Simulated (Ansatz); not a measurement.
Al₂FHSe (`[F][Al]1[AlH][Se]1`). The species carries charge 0 and has multiplicity 1.

```xyz
5

F     1.4631    2.4211    0.4064
Al    0.5873    1.0444    0.2023
Al   -0.9566   -0.7828    0.1662
Se    1.0342   -0.8513   -1.0960
H    -2.1280   -1.8314    0.3211
```

(1) What are the harmonic wavenumbers in cm⁻¹ at PBE0-D4/def2-TZVP (Ansatz, finite differences of forces, unscaled)? (An estimate is asked.)

(2) Is this a minimum?

(3) Give the ideal-gas thermochemistry at 298.15 K and 1 bar (rigid rotor, harmonic oscillator; point group Cs, symmetry number 1).

(4) And at 400, 500, 600, 800 and 1000 K?

Results:

(1) Computed: 144, 148, 257, 339, 395, 422, 517, 877, 1939.

(2) Yes, all 9 modes are real.

(3) Zero-point energy 30.1 kJ/mol; H(298) − E = 48.0 kJ/mol; entropy 334.1 J/(mol·K), of which translation 171.6, rotation 116.5, vibration 46.0; G(298) − E = -51.6 kJ/mol.

(4) 
```
T (K)  H − E (kJ/mol)  S (J/mol/K)  G − E (kJ/mol)
  400            56.8        359.4           -87.0
  500            65.9        379.7          -124.0
  600            75.3        396.9          -162.8
  800            94.9        425.1          -245.1
 1000           115.1        447.6          -332.5
```
